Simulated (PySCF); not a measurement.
Ligands exchanged one at a time, Si C2H5-SH. Gas-phase values, no solvent. One relaxed conformer stands for each flexible species; it need not be the lowest. Strings in code marks are SMILES.

Level of theory: PBE-D3(BJ)/def2-TZVP // PBE0-D4/def2-SVP (PySCF). Excitations are Tamm–Dancoff values on a coarser integration grid. The basis has no diffuse functions, so Rydberg states are missing or too high.

| species | S1 oscillator strength | T1 excitation (TDA) (eV) | S1–T1 gap (TDA) (eV) |
|---|---|---|---|
| 0 of 4 C2H5 replaced by SH (`CC[Si](CC)(CC)CC`) | (withheld) | 6.45 | (withheld) |
| 1 of 4 C2H5 replaced by SH | 0.006 | 5.24 | 0.36 |
| 2 of 4 C2H5 replaced by SH (`CC[Si](S)(CC)S`) | 0.000 | (withheld) | 0.27 |
| 3 of 4 C2H5 replaced by SH (`[Si](S)(S)(CC)S`) | 0.002 | 4.92 | 0.31 |

Complete the blanks.


- 0 of 4 C2H5 replaced by SH (`CC[Si](CC)(CC)CC`), S1 oscillator strength: 0.004
- 0 of 4 C2H5 replaced by SH (`CC[Si](CC)(CC)CC`), S1–T1 gap (TDA) (eV): 0.09
- 2 of 4 C2H5 replaced by SH (`CC[Si](S)(CC)S`), T1 excitation (TDA) (eV): 4.86
